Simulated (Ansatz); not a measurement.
Mulliken charges of CHBF$_{4}$O (`FBOC(F)(F)F`) from PBE/def2-TZVPP in Ansatz (PBE0-D4/def2-TZVP geometry).

```json
{"atom": "F1", "x (Å)": "-0.026", "y (Å)": "-1.836", "z (Å)": "-0.523", "charge (e)": "-0.176"}
{"atom": "B2", "x (Å)": "-0.182", "y (Å)": "-0.706", "z (Å)": "-1.177", "charge (e)": "0.311"}
{"atom": "O3", "x (Å)": "-0.111", "y (Å)": "0.495", "z (Å)": "-0.527", "charge (e)": "-0.214"}
{"atom": "C4", "x (Å)": "0.118", "y (Å)": "0.638", "z (Å)": "0.801", "charge (e)": "0.455"}
{"atom": "F5", "x (Å)": "0.123", "y (Å)": "1.928", "z (Å)": "1.088", "charge (e)": "-0.117"}
{"atom": "F6", "x (Å)": "-0.827", "y (Å)": "0.049", "z (Å)": "1.528", "charge (e)": "-0.124"}
{"atom": "F7", "x (Å)": "1.293", "y (Å)": "0.125", "z (Å)": "1.154", "charge (e)": "-0.124"}
{"atom": "H8", "x (Å)": "-0.389", "y (Å)": "-0.692", "z (Å)": "-2.346", "charge (e)": "-0.010"}
```

**Question.** By hand: the dipole of these point charges (1 e Å = 4.8032 D).

**Answer.** Σ q r = (-0.043, 0.048, -0.233) e Å, of length 0.242 e Å = 1.16 D.

**Question.** How does the dipole of the full density compare? (Estimate.)

**Answer.** Computed: (-0.035, -0.024, -0.203) e Å, 1.00 D; the point charges give 1.16 times that, at 18° from its direction.

Point charges leave out the atoms' own dipoles, such as those of lone pairs, and Mulliken's split depends on the basis, so the two needn't agree.
